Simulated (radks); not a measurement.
Os35+, 41 electrons, occupied as [Kr] 4d5. Method: scalar-relativistic Kohn-Sham, r2SCAN, spin-polarised, spherical densities, finite nucleus; open shells are filled with parallel spins first (spin-orbit coupling, left out, can overturn this in heavy ions); meta-GGA in the generalised Kohn-Sham scheme; Fermi nuclear charge, rms radius 5.4126 fm; computed with a radial shooting solver on a logarithmic mesh with Libxc functionals.

Radial electron density D(r) = 4 pi r^2 rho(r):

| r (bohr) | D(r) (e/bohr) | spin D(r) |
|---|---|---|
| 0.001547 | 16.53 | -0.000243 |
| 0.001967 | 23.12 | -0.000337 |
| 0.002501 | 31.76 | -0.000458 |
| 0.003179 | 42.67 | -0.000605 |
| 0.004042 | 55.73 | -0.000774 |
| 0.005179 | 70.76 | -0.000948 |
| 0.006584 | 85.21 | -0.00107 |
| 0.00837 | 97.17 | -0.00101 |
| 0.01064 | 103.9 | -0.000412 |
| 0.01353 | 103.8 | 0.00192 |
| 0.01733 | 98.07 | 0.0104 |
| 0.02204 | 93.19 | 0.0371 |
| 0.02801 | 97.39 | 0.117 |
| 0.03561 | 114.2 | 0.337 |
| 0.04527 | 134.6 | 0.869 |
| 0.05801 | 140.2 | 2.01 |
| 0.07375 | 123.9 | 3.80 |
| 0.09375 | 107.5 | 5.71 |
| 0.1192 | 114.9 | 6.13 |
| 0.1515 | 126.6 | 3.57 |
| 0.1926 | 102.7 | 0.175 |
| 0.2468 | 58.79 | 2.28 |
| 0.3138 | 46.08 | 11.0 |
| 0.3989 | 47.11 | 16.1 |
| 0.5071 | 28.84 | 10.9 |
| 0.6446 | 8.218 | 3.45 |
| 0.826 | 0.8740 | 0.424 |
| 1.05 | 0.03369 | 0.0193 |
| 1.335 | 0.0003521 | 0.000238 |

D(r) has 4 maxima, at r = 0.0119, 0.0544, 0.149, 0.368 bohr, and minima at 0.0229, 0.0984, 0.304 bohr, inside which lie 1.89, 11.03, 29.23 electrons.
